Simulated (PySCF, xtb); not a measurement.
CH₂F, SMILES [CH2]F (connectivity only; charge and spin as stated), charge +1, multiplicity 1.

Harmonic wavenumbers (cm⁻¹) from GFN2-xTB (xtb 6.7.1) at its own minimum, in rising order: 1008, 1045, 1227, 1548, 2803, 2838.

Problem. What does PySCF 2.14.0 with PBE-D3(BJ)/def2-TZVPD give at its own minimum? (Estimate from the structure and the level; the computed values follow.)

Solution. 1205, 1237, 1398, 1538, 2949, 3114. Paired by order, the mean absolute difference is 165 cm⁻¹ and the zero-point energies are 15.0 and 16.4 kcal/mol.
